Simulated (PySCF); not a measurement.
Computed structure and properties of [TmH2]+

System: [TmH2]+ (singlet in the valence; each metal's 4f electrons, 12 of them, lie in its core potential, out of spins and levels); start: template (C2v). Method: PySCF 2.14.0, RKS PBE0, Tm lcecp-1-SVP with ECP58, H def2-SVP; non-relativistic Hamiltonian with scalar-relativistic core potentials where named; density fitting; no spin-orbit coupling.

Input of the relaxation:

```python
mol = gto.M(atom='''
Tm     0.00000     0.00000    -0.01035
H      1.96240    -0.00000     0.86785
H     -1.96240     0.00000     0.86785''',
    basis={'Tm': 'lcecp-1-SVP', 'H': 'def2-SVP'},
    ecp={'Tm': 'lcecp-1-SVP'},
    charge=1, spin=0)
mf = dft.RKS(mol, xc='PBE0')
mf.grids.atom_grid = (50, 194)  # f atoms: unpruned, at least (60, 302)
mf = mf.density_fit()  # fitting sets: Tm AutoAux, H def2-universal-JKFIT
mf.conv_tol = 1e-08; mf.max_cycle = 55
mf.kernel(dm0)  # dm0: converged density of the start geometry
# quasi-Newton relaxation in Cartesian coordinates to a largest gradient under 0.00045 Eh/bohr, steps kept in the point group
```

Run from Python with OMP_NUM_THREADS=2; the lines above give its settings. Where DIIS fails, smearing, a level shift and second-order steps follow.
It took 8.3 s on 2 threads of Arm Neoverse V1 (shared host), from the converged density of the start.

Course of the relaxation:

```csv
step,energy above end (eV),largest force component within the symmetry (eV/Å)
0,0.7299,1.713
1,0.3885,1.335
2,0.0518,0.494
3,0.0044,0.080
4,0.0000,0.006
5,0.0000,0.001
```

Relaxed geometry (C2v):

```xyz
3

Tm    0.0000    0.0000   -0.1921
H     1.4874    0.0000    0.9587
H    -1.4874    0.0000    0.9587
```

```json
{"contact": "Tm1–H2 (H)", "Å": "1.881"}
{"contact": "Tm1–H3 (H)", "Å": "1.881"}
```

On the finer grid (75, 302):

| Item | Value |
| --- | --- |
| HOMO | -12.90 eV |
| LUMO | -7.98 eV |
| Dipole about the centre of mass | 4.32 D |
| Set of Mulliken populations of Tm1 outside the core potential | s 2.71, p 6.18, d 0.94, f 0.01 |
| D3(BJ) dispersion energy (not in the energies) | -0.019 eV |

```json
{"atom": "Tm1", "Mulliken (e)": "1.16", "Löwdin (e)": "1.22", "spin (e)": "0.00"}
{"atom": "H2", "Mulliken (e)": "-0.08", "Löwdin (e)": "-0.11", "spin (e)": "0.00"}
{"atom": "H3", "Mulliken (e)": "-0.08", "Löwdin (e)": "-0.11", "spin (e)": "0.00"}
```

The 4f levels lie in the core potential and are missing. Their spin isn't counted.

On the grid (50, 194), as all that follows. Harmonic modes: a minimum; lowest 559 cm⁻¹ (negative: unstable), highest 1704 cm⁻¹, zero-point energy 0.244 eV.

Taking off one H (charge -1, singlet; the rest: singlet) in vacuum, both parts rigid, costs 16.06 eV; the small basis without counterpoise inflates it. Most of it is the attraction of opposite charges; other ways to part are cheaper, and one spin state was tried for the rest.

Rigid scan of H along the line from its metal:

| distance to H2 (Å) | energy (eV) |
| --- | --- |
| 1.58 | 0.670 |
| 1.68 | 0.264 |
| 1.78 | 0.059 |
| 1.88 | 0.000 |
| 1.98 | 0.047 |
| 2.08 | 0.170 |
| 2.28 | 0.554 |
| 2.58 | 1.269 |
| 2.98 | 2.193 |
| 3.48 | 3.113 |

One start shape was tried, so this needn't be the lowest isomer.

An lcecp potential fixes the number of 4f electrons, so in runs with it no electron can move into or out of that shell.
